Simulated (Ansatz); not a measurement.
The first iterations of a band of CH₅NSSi (9 atoms, charge 0, multiplicity 1).

These are results of RKS PBE-D4/def2-SVP (Ansatz), not measurements.

```json
{
  "movable images": "7",
  "climbing image": "yes",
  "spring": "5.0 eV/Å²",
  "optimiser": "quadratic models (default)",
  "start path": "IDPP",
  "force threshold": "0.05 eV/Å",
  "iteration limit": "60",
  "end points": "relaxed"
}
```

Initial state:

```xyz
9
Properties=species:S:1:pos:R:3
N -0.900 0.553 -1.071
Si 0.626 0.293 -0.300
C 0.231 -0.594 1.338
S -1.256 -1.176 1.696
H -1.660 -0.013 -0.668
H -0.987 0.643 -2.084
H 1.618 -0.587 -1.034
H 1.362 1.568 0.029
H 1.053 -0.732 2.077
```

Final state:

```xyz
9
Properties=species:S:1:pos:R:3
N -0.769 0.718 -1.211
Si 0.603 0.345 -0.210
C 0.270 -0.893 1.203
S -1.195 -1.594 1.416
H -1.524 1.243 -0.758
H -1.185 -0.073 -1.714
H 1.688 -0.259 -1.064
H 1.101 1.620 0.419
H 1.099 -1.154 1.903
```

| iteration | highest image above the first end (eV) | largest band force component (eV/Å) |
| --- | --- | --- |
| 1 | 0.046 | 0.209 |
| 2 | 0.022 | 0.112 |

Question: Does the band converge within its limit, and where does its top end?

Answer: The run converged. It ended after 7 iterations with the highest image 0.011 eV above the first end. The top lies less than 8 meV above the higher end, about what the thresholds resolve: that end is a shoulder or a very shallow well. A vibrational analysis at the climbing image gives one clearly imaginary mode, 90i cm⁻¹: a first-order saddle point.

The run took 4.2 min on 1 thread of Intel(R) Xeon(R) Processor @ 2.50GHz (Skylake/Cascade Lake), on a shared host, peak memory 0.14 GiB.
